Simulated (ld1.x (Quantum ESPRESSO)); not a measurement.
**Sn (Z = 50): excitation energies, all-electron against RRKJ**

Sn, norm-conserving RRKJ (Kleinman–Bylander form), made with ld1.x (Quantum ESPRESSO) 7.5 (BP86, scalar-relativistic). Core [Ar] 3d10, reference 4s2 4p6 4d10 5s2 5p2. Waves: 4p (bound): rc 1.45 bohr; 4d (bound): rc 0.90 bohr; 4s (bound): rc 1.25 bohr. Local part: the s channel. Core correction: none.

Occupied shells without a wave of their own: 5p, 5s. They enter only through the test configuration that unscreens the potential.

Energies are relative to the spin-unpolarised reference configuration 4s2 4p6 4d10 5s2 5p2; without spin polarisation the order of configurations can differ from experiment.

```
 valence configuration  charge  ΔE all-electron (eV)  error AE − PS (meV)
  4s2 4p6 4d10 5s2 5p1      +1                 7.033                 -828
  4s2 4p6 4d10 5s2 5p0      +2                21.155                -2159
  4s2 4p6 4d10 5s1 5p0      +3                52.329                -6170
  4s2 4p6 4d10 5s0 5p0      +4                93.440               -11350
  4s2 4p6 4d10 5s1 5p2      +1                14.705                -2602
4s2 4p6 4d10 5s2 5p1.5    +0.5                 2.691                 -354
  4s2 4p6 4d10 5s0 5p4       0                14.245                -3389
```

These tests converged, but a pseudo level misses the all-electron one widely, so the file describes the atom poorly there or has found another state: 4s2 4p6 4d10 5s2 5p1: 5s by 2.8 eV; 4s2 4p6 4d10 5s2 5p0: 5s by 3.5 eV; 4s2 4p6 4d10 5s1 5p0: 5s by 4.5 eV; 4s2 4p6 4d10 5s0 5p0: empty 5s by 5.9 eV; 4s2 4p6 4d10 5s1 5p2: 5s by 3.0 eV; 4s2 4p6 4d10 5s2 5p1.5: 5s by 2.5 eV; 4s2 4p6 4d10 5s0 5p4: empty 5s by 2.6 eV. ld1.x printed “convergence not achieved” for 5 of the counted tests; their residual had stalled under 1e-8, short of the target of 1e-14. The 5p, 5s levels have no wave, so the channel is fitted at the deeper level alone: the likely source of the large errors.

The potential misses its own reference levels by up to 2.2 eV, so it is not fit for use.
